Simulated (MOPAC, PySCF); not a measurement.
[Mo(OH)(NH2)5], neutral singlet in the gas phase. 

Z-matrix (Å, degrees):
```
Mo
O 1 1.9543
H 2 0.9759 1 111.44
N 1 1.9889 2 153.12 3 34.24
H 4 1.0208 1 123.50 2 -144.21
H 4 1.0220 5 111.32 1 -167.69
N 1 1.9934 2 115.14 3 -110.17
H 7 1.0222 1 123.19 2 87.70
H 7 1.0241 8 110.47 1 -162.00
N 1 1.9944 2 89.53 3 173.08
H 10 1.0214 1 121.08 2 -71.05
H 10 1.0227 11 110.53 1 -157.03
N 1 1.9949 2 83.87 3 85.31
H 13 1.0227 1 125.77 2 167.88
H 13 1.0237 14 111.03 6 -155.53
N 1 2.0165 2 80.11 3 -30.17
H 16 1.0233 1 121.45 2 174.16
H 16 1.0255 17 109.34 1 -152.07
```
Charge 0, spin multiplicity 1.

All levels are single points at this geometry (TPSS-D3(BJ)/def2-SVP); Pople sets use spherical d functions. Orbital energies aren't observables, and empty levels follow the basis.

```csv
level,HOMO (eV),LUMO (eV),gap (eV),dipole (D),"vertical IE, Delta-SCF (eV)"
B3LYP-D3(BJ)/def2-TZVP in PySCF,-6.13,-2.33,3.80,2.01,–
PBE-D3(BJ)/def2-TZVP in PySCF,-5.07,-2.72,2.35,1.90,–
TPSSh-D3(BJ)/def2-TZVP in PySCF,-5.61,-2.45,3.16,1.96,–
B3LYP/6-311+G** (LANL2DZ on Mo) in PySCF,-6.22,-2.69,3.54,2.14,–
B3LYP/6-31G* (LANL2DZ on Mo) in PySCF,-5.67,-2.03,3.63,2.14,–
B3LYP/LANL2DZ in PySCF,-5.85,-2.20,3.64,2.41,–
BP86/6-31G* (LANL2DZ on Mo) in PySCF,-4.70,-2.47,2.23,2.03,–
M06-2X/6-31G* (LANL2DZ on Mo) in PySCF,-7.23,-1.17,6.06,2.25,–
SVWN5/6-31G* (LANL2DZ on Mo) in PySCF,-4.73,-2.47,2.26,2.09,–
HF/6-31G* (LANL2DZ on Mo) in PySCF,-9.18,0.93,10.10,2.39,–
AM1 in MOPAC,-9.15,-0.41,8.74,2.06,–
PM6 in MOPAC,-7.67,1.91,9.58,2.41,–
PM7 in MOPAC,-8.26,1.48,9.74,2.69,–
```
